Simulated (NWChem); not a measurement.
Correlation energy of Hg

```
Hg
```
Charge 0, spin multiplicity 1.

Program: NWChem.

Basis set: def2-QZVP. Each correlation energy counts from its own Hartree-Fock reference.

Effective core potentials replace the inner electrons of Hg; spin-orbit coupling is left out. The correlated methods keep 4 core orbitals frozen. Coupled-cluster values serve here as a point of comparison, not as the truth.

Order these methods by the correlation energy they give, lowest first: CR-CCSD(T), CCSD+T(CCSD), CCSD, MP2, SCS-MP2.

MP2 (-450.3 mHa), CCSD+T(CCSD) (-427.5 mHa), CR-CCSD(T) (-423.8 mHa), CCSD (-410.2 mHa), SCS-MP2 (-405.9 mHa)
